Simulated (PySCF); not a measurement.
Several orderings of computed values.

All species are isolated and taken at one optimised geometry, non-relativistic unless stated; the electronic structure was computed with PySCF and density fitting.

Dipoles, sizes and rotational constants follow the conformer. The torsions of the flexible species, by atom-mapped SMILES:
- `[OH:1][CH2:2][C:3]([F:4])([F:5])[Si@@H:6]1[CH2:7][SiH2:8][SiH2:9]1`: O1–C2–C3–F4 -161°, C2–C3–Si6–C7 -171°, H–O1–C2–C3 -73°
- `[cH:1]1[cH:2][p:3][c:4]([CH:5]2[CH2:6][CH2:7]2)[p:8][cH:9]1`: P3–C4–C5–C6 -146°
- `[cH:1]1[cH:2][c:3]([CH:4]2[CH2:5][CH2:6]2)[p:7][cH:8][p:9]1`: C2–C3–C4–C5 -145°
- `[CH3:1][CH2:2][CH2:3][n:4]1[n:5][cH:6][c:7]([C:8]([F:9])([F:10])[F:11])[n:12]1`: C1–C2–C3–N4 68°, C2–C3–N4–N5 84°, C6–C7–C8–F9 12°
- `[CH3:1][CH2:2][CH2:3][CH2:4][CH2:5][C:6]#[C:7][SiH3:8]`: C1–C2–C3–C4 -177°, C2–C3–C4–C5 180°, C3–C4–C5–C6 65°
- `[CH:1]#[C:2][CH2:3][CH2:4][C:5]([CH3:6])([CH3:7])[SiH3:8]`: C2–C3–C4–C5 -177°, C3–C4–C5–C6 177°
- `[CH3:1][P:2]([CH3:3])[C:4]([CH3:5])([CH3:6])[CH3:7]`: C1–P2–C4–C5 161°
- `[CH3:1][S:2](=[O:3])(=[O:4])[O:5][c:6]1[cH:7][cH:8][cH:9][cH:10][cH:11]1`: C1–S2–O5–C6 180°, S2–O5–C6–C7 180°

The conformers of `c1ccc2c(c1)C[PH2+]C2`, `CC[Si@@H]1[SiH2][SiH2][Si@H](F)[SiH2]1` and `FC(F)O[C@@H]1CCC[C@H]1F` aren't listed.

Problem. Rank by HOMO–LUMO gap, highest first (PBE0/pcSseg-1 at GFN2-xTB geometries).
A. `CCCn1ncc(C(F)(F)F)n1`
B. `CC[Si@@H]1[SiH2][SiH2][Si@H](F)[SiH2]1`
C. `c1ccc2c(c1)C[PH2+]C2`
D. `c1cc(C2CC2)pcp1`
E. `OCC(F)(F)[Si@@H]1C[SiH2][SiH2]1`
F. `C#CCCC(C)(C)[SiH3]`
G. `CCCCCC#C[SiH3]`
H. `c1cpc(C2CC2)pc1`

Solution. F (8.44 eV), G (7.96 eV), A (7.56 eV), E (6.60 eV), C (6.28 eV), B (5.96 eV), H (4.98 eV), D (4.81 eV).

Problem. Rank by smallest rotational constant, highest first (GFN2-xTB).
A. `C#CCCC(C)(C)[SiH3]`
B. `CP(C)C(C)(C)C`
C. `c1cpc(C2CC2)pc1`
D. `C1=CC(C2CC2)=PC=P1`

Solution. B (1.497 GHz), A (0.803 GHz), C (0.717 GHz), D (0.654 GHz).

Problem. Rank by dipole moment, highest first (PBE0/pcSseg-1 at GFN2-xTB geometries).
A. `CC([SiH3])(CCC#C)C`
B. `CCCCCC#C[SiH3]`
C. `C1=CP=C(C2CC2)P=C1`
D. `c1ccccc1OS(=O)(C)=O`

Solution. D (2.89 D), B (1.22 D), A (0.89 D), C (0.43 D).

Problem. By how much do the two ends of that ranking differ?

Solution. By 2.46 D, between `CS(=O)(=O)Oc1ccccc1` and `c1cpc(C2CC2)pc1`.

Problem. Rank by HOMO energy, highest first (PBE0/pcSseg-1 at GFN2-xTB geometries).
A. `CC[Si@@H]1[SiH2][SiH2][Si@H](F)[SiH2]1`
B. `CS(=O)(=O)Oc1ccccc1`
C. `C1=CC=C2C[PH2+]CC2=C1`
D. `FC(F)O[C@@H]1CCC[C@H]1F`

Solution. B (-7.14 eV), A (-7.72 eV), D (-8.68 eV), C (-11.12 eV).

Problem. By how much do the two ends of that ranking differ?

Solution. By 3.98 eV, between `CS(=O)(=O)Oc1ccccc1` and `c1ccc2c(c1)C[PH2+]C2`.
